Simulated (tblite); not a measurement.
Compound: C6H5FNO (doublet state).
Numbering: `[N:1]#[C:2][C@@H:3]1[CH:4]=[C:5][O:6][C@@H:7]([F:8])[CH2:9]1` (hydrogens: H10 on C3; H11 on C4; H12 on C7; H13, H14 on C9)
Bond orders are those of one Lewis drawing.

Computed with GFN2-xTB (tblite), gas phase: L-BFGS steps from a force-field or distance-geometry start until the largest atomic force falls under 0.01 eV/Å.

Step 25: E = -733.9280 eV
```
atom  x, y, z in Å  |  force x, y, z in eV/Å
N1     -2.7301   -1.7103    0.8702    0.144   0.046  -0.108
C2     -1.8233   -1.0341    0.6936   -0.174  -0.085   0.045
C3     -0.7212   -0.1293    0.5265    0.064  -0.009  -0.022
C4     -1.1280    1.0619   -0.3704    0.198   0.079  -0.059
C5     -0.1161    1.6822   -0.9160   -0.184   0.027  -0.003
O6      1.1831    1.4390   -0.9305   -0.131  -0.094  -0.057
C7      1.6187    0.2524   -0.3208    0.063  -0.033   0.187
F8      2.1522    0.5940    0.9051   -0.135   0.038   0.037
C9      0.5153   -0.7838   -0.1099    0.149  -0.048  -0.023
H10    -0.4508    0.2374    1.5245    0.010   0.076   0.066
H11    -2.1670    1.3295   -0.4710    0.227  -0.037   0.029
H12     2.4725   -0.1429   -0.8897   -0.104   0.025  -0.119
H13     0.9136   -1.5625    0.5413    0.014  -0.035   0.059
H14     0.2801   -1.2339   -1.0752   -0.142   0.051  -0.032
```

Step 26: E = -733.9379 eV
```
atom  x, y, z in Å  |  force x, y, z in eV/Å
N1     -2.7448   -1.7110    0.8112    0.259   0.088  -0.114
C2     -1.8243   -1.0446    0.6655   -0.259  -0.050   0.065
C3     -0.7196   -0.1343    0.5313    0.043  -0.051  -0.025
C4     -1.1223    1.0729   -0.3496    0.156   0.082  -0.013
C5     -0.1167    1.6808   -0.9184   -0.186  -0.066  -0.046
O6      1.1759    1.4061   -0.9910   -0.124  -0.057   0.057
C7      1.6192    0.2513   -0.3253    0.031   0.077   0.067
F8      2.1471    0.6384    0.8904   -0.187   0.005  -0.042
C9      0.5216   -0.7851   -0.0952    0.141  -0.065  -0.010
H10    -0.4612    0.2212    1.5367   -0.021   0.069   0.066
H11    -2.1607    1.3614   -0.4063    0.286  -0.024   0.023
H12     2.4720   -0.1515   -0.8878   -0.043  -0.006  -0.077
H13     0.9285   -1.5489    0.5659    0.013  -0.077   0.103
H14     0.2846   -1.2568   -1.0498   -0.109   0.075  -0.055
```

Step 27: E = -733.9459 eV
```
atom  x, y, z in Å  |  force x, y, z in eV/Å
N1     -2.7484   -1.7107    0.7659    0.102  -0.044  -0.072
C2     -1.8224   -1.0491    0.6482   -0.099   0.120   0.041
C3     -0.7164   -0.1366    0.5351    0.072  -0.056  -0.024
C4     -1.1157    1.0801   -0.3373    0.088  -0.047   0.117
C5     -0.1187    1.6796   -0.9214   -0.158  -0.078  -0.127
O6      1.1620    1.3752   -1.0280    0.094   0.095   0.064
C7      1.6187    0.2502   -0.3224   -0.064   0.062  -0.117
F8      2.1395    0.6652    0.8822   -0.172   0.027  -0.015
C9      0.5272   -0.7875   -0.0846    0.049  -0.055   0.033
H10    -0.4630    0.2195    1.5412   -0.052   0.039   0.082
H11    -2.1476    1.3760   -0.3616    0.108   0.060   0.009
H12     2.4666   -0.1519   -0.8883    0.059  -0.053  -0.039
H13     0.9345   -1.5437    0.5813    0.036  -0.134   0.147
H14     0.2830   -1.2666   -1.0325   -0.062   0.063  -0.099
```

Problem. Estimate the geometry and energy of step 28. (The exact step hangs on the optimiser's Hessian estimate; all steps are aligned on step 27, rigid shifts and turns removed.)

Solution. E = -733.9390 eV, largest force 0.797 eV/Å
```
atom  x, y, z in Å  |  force x, y, z in eV/Å
N1     -2.7746   -1.7153    0.6387    0.704   0.367  -0.072
C2     -1.8311   -1.0602    0.5928   -0.458  -0.120   0.069
C3     -0.7099   -0.1477    0.5454   -0.157  -0.084   0.053
C4     -1.1067    1.1011   -0.2924    0.016   0.089   0.132
C5     -0.1281    1.6663   -0.9435    0.089  -0.273  -0.153
O6      1.1457    1.3148   -1.1434   -0.389  -0.114   0.593
C7      1.6215    0.2521   -0.3354   -0.072   0.271  -0.325
F8      2.1244    0.7497    0.8529   -0.286  -0.072  -0.363
C9      0.5450   -0.7930   -0.0551   -0.021  -0.067   0.034
H10    -0.4809    0.1885    1.5698   -0.128  -0.021  -0.071
H11    -2.1372    1.4463   -0.2202    0.598  -0.064  -0.065
H12     2.4703   -0.1743   -0.8870    0.066   0.029   0.118
H13     0.9626   -1.5196    0.6434    0.002  -0.057   0.024
H14     0.2982   -1.3090   -0.9882    0.037   0.117   0.027
```

The energy changes by +0.0069 eV. The first-order estimate −F·Δx gives -0.0184 eV and the mean of the old and new forces, exact on a quadratic surface, +0.0136 eV. The step makes an angle of 83° with the force vector and moves no atom by more than 0.158 Å. The energy falls at the start of this step and ends higher, so the step passed the lowest point of its straight line.

The cost below is that of the whole relaxation. Hardware: an Arm Neoverse V2 with one thread, shared host. Cost: 0.32 s of wall time.
